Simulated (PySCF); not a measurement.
## Nuclear quadrupole coupling in `[H]/N=C/CC#C/C=N\C`

Species: C6H8N2.
Cartesian coordinates in Å at the GFN2-xTB level; atoms count from 1:
```xyz
16
C6H8N2 angstrom
C     -2.777   -0.143    0.878
N     -2.821   -0.406   -0.526
C     -1.769   -0.590   -1.199
C     -0.426   -0.568   -0.736
C      0.695   -0.558   -0.296
C      2.052   -0.505    0.209
C      2.395    0.898    0.615
N      2.780    1.128    1.783
H     -1.766   -0.117    1.303
H     -3.366   -0.913    1.379
H     -3.274    0.813    1.053
H     -1.897   -0.785   -2.261
H      2.743   -0.829   -0.577
H      2.156   -1.162    1.076
H      2.268    1.649   -0.178
H      2.999    2.098    2.000
```

Field gradients from the B3LYP/pcJ-1 density (PySCF, non-relativistic), principal values in atomic units, ordered |Vxx| ≤ |Vyy| ≤ |Vzz|:

| atom | Vxx | Vyy | Vzz |
| --- | --- | --- | --- |
| N2 | 0.3535 | 0.8136 | -1.1670 |
| N8 | 0.3016 | 0.7379 | -1.0395 |

Task: Find the asymmetry η = (Vxx − Vyy)/Vzz and the couplings χ = eQV/h (234.96 MHz × Q in barn × V in au), with Q(14N) = 0.02044 b.

Result: 
```json
{"atom": "N2", "environment": "imine nitrogen", "nucleus": "14N", "η": "0.39", "χzz (MHz)": "-5.60", "χxx (MHz)": "1.70", "χyy (MHz)": "3.91"}
{"atom": "N8", "environment": "imine nitrogen", "nucleus": "14N", "η": "0.42", "χzz (MHz)": "-4.992", "χxx (MHz)": "1.448", "χyy (MHz)": "3.544"}
```

Task: What is Vzz at N8 in SI units (1 au = 9.71736 × 10²¹ V/m²)?

Result: -1.0395 au = -10.101 × 10²¹ V/m².

Task: And the gradient at the other heavy atoms, for which no coupling is worked out here?

Result: 
| atom | environment | Vzz (au) | η |
| --- | --- | --- | --- |
| C1 | N-methyl carbon | 0.214 | 0.16 |
| C3 | imine carbon | 0.254 | 0.89 |
| C4 | alkyne carbon | -0.246 | 0.13 |
| C5 | alkyne carbon | -0.273 | 0.30 |
| C6 | propargylic carbon | 0.124 | 0.66 |
| C7 | imine carbon | 0.387 | 0.31 |

Were the hydrogens deuterons (Q(2H) = 0.00286 b), χzz would run from 185 kHz (H15) to 254 kHz (H16).

The structure is a single GFN2-xTB conformer in the gas phase; no vibrational or solvent corrections. GFN2-xTB bond lengths can be off by several hundredths of an ångström, more for odd bonds, and the gradients follow them. These gradients aren't converged with respect to the basis.
